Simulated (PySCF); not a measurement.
`CC[O][GeH2][AsH2]`. The calculation used PBE0-D3(BJ)/def2-SVP geometry optimisation, gas phase (PySCF 2.14.0).

```
atom  x, y, z in Å
C1    -2.6853    0.7410    0.0141
C2    -1.5278   -0.2085    0.2206
O3    -0.3964    0.2978   -0.4439
Ge4    1.1257   -0.6356   -0.4416
As5    2.6015    0.7035   -1.7957
H6    -3.5880    0.3787    0.5289
H7    -2.4338    1.7383    0.4046
H8    -2.9084    0.8428   -1.0584
H9    -1.7947   -1.2147   -0.1634
H10   -1.3276   -0.3284    1.3054
H11    1.5763   -0.8384    1.0243
H12    0.8666   -2.0106   -1.1024
H13    2.9325    1.6199   -0.6225
H14    3.7771   -0.2178   -1.4721
```

Question: How far are the heavy atoms from their best plane (unweighted least squares)?

Answer: 0.018 Å rms; C1 0.01, C2 0.00, O3 0.03, Ge4 0.01, As5 0.01 Å (magnitudes).

Question: Work out the bond lengths C2–O3, C2–H9, C2–H10, O3–Ge4 in bohr.

Answer: For C2–O3 the difference vector is (1.1314, 0.5063, -0.6645) Å, of length 1.4064 Å. 1 bohr = 0.529177 Å. C2–O3 2.658; C2–H9 2.097; C2–H10 2.097; O3–Ge4 3.374 bohr.

Question: How far apart are these pairs, which share no bond: C1···H13, C2···H14, Ge4···H8, H8···H12?

Answer: C1···H13 5.722 Å (5 bonds apart); C2···H14 5.568 Å (4 bonds apart); Ge4···H8 4.341 Å (4 bonds apart); H8···H12 4.732 Å (5 bonds apart).

Question: Give the dihedral angles H8–C1–C2–H10, H6–C1–C2–H9, H11–Ge4–As5–H14, H12–Ge4–As5–H13, C2–O3–Ge4–As5, H11–Ge4–As5–H13.

Answer: H8–C1–C2–H10 -178° (antiperiplanar); H6–C1–C2–H9 59° (synclinal); H11–Ge4–As5–H14 56° (synclinal); H12–Ge4–As5–H13 -162° (antiperiplanar); C2–O3–Ge4–As5 178° (antiperiplanar); H11–Ge4–As5–H13 -36° (synclinal). Dihedral signs follow IUPAC: positive where, seen along the central bond, the front bond turns clockwise onto the rear one.

Question: What are the angles C1–C2–H10, O3–C2–H10, O3–Ge4–As5, O3–Ge4–H11, Ge4–As5–H14?

Answer: From the scalar product of the two bond vectors; for C1–C2–H10 it is -0.5696 Å² over 1.5113 × 1.1096 Å², cos θ = -0.3397. C1–C2–H10 109.9°; O3–C2–H10 110.8°; O3–Ge4–As5 103.3°; O3–Ge4–H11 108.5°; Ge4–As5–H14 91.0°.

Question: What is the repulsion energy of the bare nuclei, Σ ZA·ZB/RAB?

Answer: 645.99 Eh over 91 pairs, with full nuclear charges and distances in bohr; the largest single term is 231.94 Eh (Ge4 with As5).

Question: Write the matrix of distances between heavy atoms (Å, lower triangle).

Answer: 
```
C1    0.000
C2    1.511  0.000
O3    2.376  1.406  0.000
Ge4   4.078  2.768  1.786  0.000
As5   5.588  4.685  3.314  2.409  0.000
```

Stationary, but not proved a minimum. The numbers are those of one conformer.

The run took 2.1 min on Arm Neoverse V1, one thread (shared host), and the process peaked at 0.65 GiB of memory. That covers the optimisation of the geometry.
